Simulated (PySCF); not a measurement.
A single conformation, isolated molecule, non-relativistic, rapidly exchanging positions averaged. σ from GIAO-PBE0/pcSseg-1; coordinates at the GFN2-xTB level; PySCF 2.14.

Chemical shifts δ = σref − σ; ¹H (σref 31.72) and ¹³C (σref 186.93) vs TMS, all at this level. Shifts are as computed. Against solution values, carbons near 30 ppm lie about +3 ppm off and those near 130 ppm about +5 ppm; carbons on Cl a further +6 ppm. Of 1211 compounds with measured shifts, 218 miss one by over three times the rms of a fit or turn the order of signals round; such compounds aren't used in these exercises. Carbons bonded to Cl come out too deshielded.

Question: Order these molecules by the shift of their most shielded carbon-bound hydrogen, lowest δ first.
A. Cc1nnc(Cl)o1
B. CN([SiH3])/N=C\C1CC1
C. O=C1C[C@@H]2C[C@H](F)[C@H]1C2

Answer: B (0.48 ppm, hydrogen on a three-membered-ring carbon), C (1.49 ppm, hydrogen on an sp3 CH2 in a ring), A (2.64 ppm, hydrogen on a methyl carbon on an aromatic ring).

Question: Order these molecules by the shift of their most deshielded carbon-bound hydrogen, lowest δ first.
A. Cc1nnc(Cl)o1
B. O=C1C[C@@H]2C[C@H](F)[C@H]1C2
C. CCOC(=O)OC

Answer: A (2.64 ppm, hydrogen on a methyl carbon on an aromatic ring), C (4.34 ppm, hydrogen on an sp3 CH2 bonded to O), B (5.42 ppm, hydrogen on an sp3 CH bonded to F).

Question: How many ¹³C and ¹H signals does each give (equivalence by symmetry and fast rotation, but not about amide C–N or C=N bonds)? `Cc1nnc(Cl)o1`, `O=C1C[C@@H]2C[C@H](F)[C@H]1C2`, `CCOC(=O)OC`, `CN([SiH3])/N=C\C1CC1`

Answer: Cc1nnc(Cl)o1: 3 C, 1 H; O=C1C[C@@H]2C[C@H](F)[C@H]1C2: 7 C, 9 H; CCOC(=O)OC: 4 C, 3 H; CN([SiH3])/N=C\C1CC1: 4 C, 6 H.
